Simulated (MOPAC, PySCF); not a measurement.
System: Si3, singlet: symmetric bend, bond length relaxed. Scanned: Si-Si-Si angle. Other coordinates (Si-Si bond length) were minimised at B3LYP/def2-TZVP.

Methods: PM6, restricted, heats of formation (MOPAC); RKS-B3LYP/6-31G* = restricted B3LYP/6-31G*, spherical d (PySCF); RHF/LANL2DZ = restricted Hartree-Fock/LANL2DZ, with its core potentials past Ne in PySCF; CCSD(T) on RHF/cc-pVTZ, 15 core orbitals frozen (PySCF).

Energies relative to the lowest point of each profile, in kJ/mol; the last columns give the difference from CCSD(T):

| a / ° | PM6 | RKS-B3LYP/6-31G* | RHF/LANL2DZ | CCSD(T) | PM6 − CCSD(T) | RKS-B3LYP/6-31G* − CCSD(T) | RHF/LANL2DZ − CCSD(T) |
|---|---|---|---|---|---|---|---|
| 180 | 43.31 | 54.12 | 5.08 | 64.47 | -21.16 | -10.34 | -59.38 |
| 170 | 42.63 | 53.62 | 5.17 | 64.11 | -21.48 | -10.48 | -58.94 |
| 160 | 40.11 | 52.10 | 5.17 | 63.00 | -22.89 | -10.90 | -57.82 |
| 150 | 36.37 | 49.40 | 5.00 | 60.85 | -24.48 | -11.44 | -55.84 |
| 140 | 31.59 | 45.41 | 4.42 | 57.28 | -25.69 | -11.87 | -52.86 |
| 130 | 26.00 | 39.89 | 3.28 | 51.81 | -25.81 | -11.92 | -48.53 |
| 120 | 20.01 | 32.55 | 1.68 | 43.93 | -23.92 | -11.38 | -42.25 |
| 110 | 14.17 | 23.27 | 0.15 | 33.34 | -19.18 | -10.07 | -33.19 |
| 100 | 8.99 | 12.81 | 0.00 | 20.56 | -11.57 | -7.75 | -20.56 |
| 90 | 4.81 | 3.40 | 3.61 | 7.75 | -2.95 | -4.35 | -4.14 |
| 80 | 0.00 | 0.00 | 15.29 | 0.00 | 0.00 | 0.00 | 15.29 |

PM6 is furthest from CCSD(T) at 130 (-25.81 kJ/mol, below); its mean absolute difference over the points is 18.10 kJ/mol.

RKS-B3LYP/6-31G* is furthest from CCSD(T) at 130 (-11.92 kJ/mol, below); its mean absolute difference over the points is 9.14 kJ/mol.

RHF/LANL2DZ is furthest from CCSD(T) at 180 (-59.38 kJ/mol, below); its mean absolute difference over the points is 40.80 kJ/mol.
